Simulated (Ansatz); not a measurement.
Start from `[F][GeH2][SH]` and change one atom or group to get `BC[S][GeH2][F]`.

Ansatz, PBE0-D4/def2-TZVP geometries, multiplicity 1. Each molecule was computed in one conformer, which needn't be the lowest.

Scalar relativity is left out up to krypton.

| property | `[F][GeH2][SH]` |
| --- | --- |
| HOMO energy (PBE/def2-TZVPP) / eV | -6.69 |
| LUMO energy (PBE0/def2-TZVPP) / eV | -0.13 |
| size of the dipole moment (ωB97M-V/def2-TZVPP) / D | 1.95 |
| HOMO–LUMO gap (ωB97M-V/def2-TZVPP) / eV | 11.96 |
| HOMO–LUMO gap (B3LYP/def2-TZVPP) / eV | 7.24 |
| HOMO–LUMO gap (PBE0/def2-TZVPP) / eV | 7.83 |

(1) Give the same properties after the change, and the shifts. (Best estimate.)

## Answers

(1) Ansatz gave: 
```
                                          property  `BC[S][GeH2][F]`  shift
                 HOMO energy (PBE/def2-TZVPP) / eV             -6.11   0.58
                LUMO energy (PBE0/def2-TZVPP) / eV             -1.78  -1.65
size of the dipole moment (ωB97M-V/def2-TZVPP) / D              1.83  -0.12
           HOMO–LUMO gap (ωB97M-V/def2-TZVPP) / eV              9.70  -2.26
             HOMO–LUMO gap (B3LYP/def2-TZVPP) / eV              5.06  -2.18
              HOMO–LUMO gap (PBE0/def2-TZVPP) / eV              5.54  -2.29
```

With PBE0 the HOMO rises by 0.62 eV and the LUMO falls by 1.65 eV, so the gap narrows by about 2.27 eV. PBE moves the HOMO by 0.58 eV and ωB97M-V by 0.63 eV. Dipoles are sizes alone; their direction can turn.

B3LYP here is the variant with VWN-RPA as its local correlation; programs differ in this.
